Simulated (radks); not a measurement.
Values are calculated unless marked as measured or tabulated.
Coulomb parameter of the 5d shell of neutral mercury in the model configuration [Xe] 4f14 5d9 6s2 6p1, as a second difference U = [E(n + 0.25) + E(n - 0.25) - 2 E(n)] / (0.25)^2 with all orbitals relaxed. "Bare": the charge of the atom changes with n. "Screened": the 6p shell takes up the change at fixed total charge, which measures U(5d,5d) + U(6p,6p) - 2 U(5d,6p). Code: a radial shooting solver on a logarithmic mesh with Libxc functionals. Model: scalar-relativistic Kohn-Sham, BLYP, spin-unpolarised, spherical densities, point nucleus.

[
 {"case": "start", "configuration": "[Xe] 4f14 5d9 6s2 6p1", "E - E(n) (eV)": "0.000"},
 {"case": "bare +0.25", "configuration": "[Xe] 4f14 5d9.25 6s2 6p1", "E - E(n) (eV)": "-3.213"},
 {"case": "bare -0.25", "configuration": "[Xe] 4f14 5d8.75 6s2 6p1", "E - E(n) (eV)": "3.858"},
 {"case": "screened +0.25", "configuration": "[Xe] 4f14 5d9.25 6s2 6p0.75", "E - E(n) (eV)": "-2.843"},
 {"case": "screened -0.25", "configuration": "[Xe] 4f14 5d8.75 6s2 6p1.25", "E - E(n) (eV)": "3.036"}
]

U(bare) = 10.331 eV, U(screened by 6p) = 3.099 eV, against the Slater integral F0(5d,5d) = 17.090 eV with frozen orbitals. The step up makes a negative ion, whose loosely bound charge lowers the bare value.
